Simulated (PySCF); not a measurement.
Compound: C6H7NOS.
Numbering: `[CH3:1][S@@:2](=[O:3])[c:4]1[cH:5][cH:6][cH:7][cH:8][n:9]1` (hydrogens: H10, H11, H12 on C1; H13 on C5; H14 on C6; H15 on C7; H16 on C8)

The same species was optimised twice, with GFN2-xTB and with PBE0-D3(BJ)/def2-SVP (PySCF), and the same property calculations (PySCF, gas phase) were run on both structures.

```json
{"coordinate": "S2=O3 (Å)", "GFN2-xTB": "1.465", "PBE0-D3(BJ)/def2-SVP": "1.503", "change": "+0.038"}
{"coordinate": "C1–S2 (Å)", "GFN2-xTB": "1.848", "PBE0-D3(BJ)/def2-SVP": "1.815", "change": "-0.033"}
{"coordinate": "S2–C4 (Å)", "GFN2-xTB": "1.833", "PBE0-D3(BJ)/def2-SVP": "1.819", "change": "-0.014"}
{"coordinate": "C8–N9 (Å)", "GFN2-xTB": "1.322", "PBE0-D3(BJ)/def2-SVP": "1.331", "change": "+0.009"}
{"coordinate": "C7–C8 (Å)", "GFN2-xTB": "1.388", "PBE0-D3(BJ)/def2-SVP": "1.396", "change": "+0.008"}
{"coordinate": "C5–C6 (Å)", "GFN2-xTB": "1.386", "PBE0-D3(BJ)/def2-SVP": "1.393", "change": "+0.007"}
{"coordinate": "C6–C7 (Å)", "GFN2-xTB": "1.387", "PBE0-D3(BJ)/def2-SVP": "1.394", "change": "+0.007"}
{"coordinate": "C4–C5 (Å)", "GFN2-xTB": "1.384", "PBE0-D3(BJ)/def2-SVP": "1.390", "change": "+0.006"}
{"coordinate": "C4–N9 (Å)", "GFN2-xTB": "1.320", "PBE0-D3(BJ)/def2-SVP": "1.323", "change": "+0.003"}
{"coordinate": "C1–S2–C4 (°)", "GFN2-xTB": "92.8", "PBE0-D3(BJ)/def2-SVP": "95.4", "change": "+2.6"}
{"coordinate": "S2–C4–C5 (°)", "GFN2-xTB": "119.4", "PBE0-D3(BJ)/def2-SVP": "116.9", "change": "-2.5"}
{"coordinate": "C5–C4–N9 (°)", "GFN2-xTB": "124.3", "PBE0-D3(BJ)/def2-SVP": "125.6", "change": "+1.3"}
{"coordinate": "O3–S2–C4 (°)", "GFN2-xTB": "104.7", "PBE0-D3(BJ)/def2-SVP": "105.9", "change": "+1.2"}
{"coordinate": "S2–C4–N9 (°)", "GFN2-xTB": "116.3", "PBE0-D3(BJ)/def2-SVP": "117.4", "change": "+1.1"}
{"coordinate": "C4–C5–C6 (°)", "GFN2-xTB": "117.7", "PBE0-D3(BJ)/def2-SVP": "116.8", "change": "-0.9"}
{"coordinate": "C4–N9–C8 (°)", "GFN2-xTB": "117.7", "PBE0-D3(BJ)/def2-SVP": "117.0", "change": "-0.7"}
{"coordinate": "C1–S2–O3 (°)", "GFN2-xTB": "106.6", "PBE0-D3(BJ)/def2-SVP": "107.3", "change": "+0.7"}
{"coordinate": "C1–S2–C4–C5 (°)", "GFN2-xTB": "-116", "PBE0-D3(BJ)/def2-SVP": "-121", "change": "-5"}
```

Rotational constants: A = 3174, B = 1016, C = 843.3 MHz (GFN2-xTB) against A = 3160, B = 1017, C = 831.6 MHz (PBE0-D3(BJ)/def2-SVP). Point groups within 0.08 Å: C1 and C1.

On the GFN2-xTB structure: HOMO (eV) -6.74 [PBE0/pcSseg-1]; LUMO (eV) -1.30 [PBE0/pcSseg-1]; dipole (D) 3.63 [PBE0/pcSseg-1]; GIAO shielding of C1 (ppm) 137.1 [PBE0/pcSseg-1]; GIAO shielding of S2 (ppm) 182.4 [PBE0/pcSseg-1]; GIAO shielding of O3 (ppm) 293.8 [PBE0/pcSseg-1]; GIAO shielding of C4 (ppm) 4.1 [PBE0/pcSseg-1]; GIAO shielding of C5 (ppm) 62.5 [PBE0/pcSseg-1]; GIAO shielding of C6 (ppm) 43.1 [PBE0/pcSseg-1]; GIAO shielding of C7 (ppm) 58.7 [PBE0/pcSseg-1]; GIAO shielding of C8 (ppm) 32.7 [PBE0/pcSseg-1].

Question: What do these properties become on the PBE0-D3(BJ)/def2-SVP structure?

Answer: 
```tsv
property	level	on GFN2-xTB	on PBE0-D3(BJ)/def2-SVP	change
HOMO (eV)	PBE0/pcSseg-1	-6.74	-6.67	+0.07
LUMO (eV)	PBE0/pcSseg-1	-1.30	-1.38	-0.08
dipole (D)	PBE0/pcSseg-1	3.63	3.76	+0.13
energy, GFN2-xTB geometry as zero (kcal/mol)	PBE0/pcSseg-1	0.0	-2.1	-2.1
GIAO shielding of C1 (ppm)	PBE0/pcSseg-1	137.1	139.9	+2.8
GIAO shielding of S2 (ppm)	PBE0/pcSseg-1	182.4	189.5	+7.1
GIAO shielding of O3 (ppm)	PBE0/pcSseg-1	293.8	280.6	-13.2
GIAO shielding of C4 (ppm)	PBE0/pcSseg-1	4.1	6.4	+2.3
GIAO shielding of C5 (ppm)	PBE0/pcSseg-1	62.5	59.0	-3.5
GIAO shielding of C6 (ppm)	PBE0/pcSseg-1	43.1	41.0	-2.1
GIAO shielding of C7 (ppm)	PBE0/pcSseg-1	58.7	56.0	-2.7
GIAO shielding of C8 (ppm)	PBE0/pcSseg-1	32.7	30.3	-2.4
```

The heavy atoms differ by 0.052 Å rms after alignment. Among bonds between heavy atoms S2=O3 changes most (+0.038 Å). Changes are differences of the printed values. Neither structure is proved a minimum here.

The values belong to the conformer `[CH3:1][S@@:2](=[O:3])[c:4]1[cH:5][cH:6][cH:7][cH:8][n:9]1`: C1–S2–C4–C5 -121°.
